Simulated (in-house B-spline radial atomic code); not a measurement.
Ionising W⁺ with different functionals

Computed with an all-electron radial atomic-structure program (B-spline basis): scalar-relativistic (spin-free X2C) Hamiltonian, Fermi nucleus of rms radius 5.3658 fm, spin-polarised at highest spin, spherical fractional occupations for the functionals, the average over the highest-spin determinants for Hartree-Fock. The ionisation energy is the difference of two self-consistent energies, [Xe] 4f14 5d4 6s1 → [Xe] 4f14 5d4, without Breit or QED terms; ε is the level of the shell that loses the electron (its least bound occupied spin orbital). There is no spin-orbit coupling in this Hamiltonian.

Hybrids are left out here: with spherical fractional occupations of an open shell their exact exchange keeps a self-interaction that integer-occupation calculations don't have.

| method | rung | ΔSCF (eV) | -ε(6s) (eV) |
| --- | --- | --- | --- |
| Hartree-Fock | Hartree-Fock | 15.00 | 15.29 |
| LDA VWN5 | LDA | 16.73 | 13.21 |
| LDA PW92 | LDA | 16.73 | 13.20 |
| LDA exchange-only | LDA | ? | ? |
| PBE | GGA | 16.47 | 12.99 |
| PBEsol | GGA | 16.51 | 13.05 |
| BLYP | GGA | 16.29 | 12.75 |
| RPBE | GGA | 16.37 | 12.92 |
| PW91 | GGA | 16.55 | 13.07 |
| BP86 | GGA | 16.61 | 13.14 |
| AM05 | GGA | 16.51 | 13.05 |
| OLYP | GGA | ? | ? |
| TPSS | meta-GGA | 16.28 | 12.90 |
| SCAN | meta-GGA | 16.92 | 13.44 |
| r2SCAN | meta-GGA | 16.52 | 13.34 |
| revTPSS | meta-GGA | 16.26 | 12.92 |

**Question.** What does OLYP give?

**Answer.** ΔSCF 16.10 eV, and -ε(6s) = 12.69 eV.

**Question.** What does LDA exchange-only give?

**Answer.** ΔSCF 16.13 eV, and -ε(6s) = 12.63 eV.

**Question.** How do they compare with the NIST value?

**Answer.** NIST lists 16.4 eV ± 0.15 (semi-empirical, ground level to ground level). Errors run from -1.37 to +0.55 eV; RPBE is closest (-0.00 eV), though others lie within the uncertainty of it, and part of that can be cancellation, since the calculations leave out spin-orbit coupling, Breit-QED terms, multiplet and fine-structure energies. Hartree-Fock also lacks correlation.
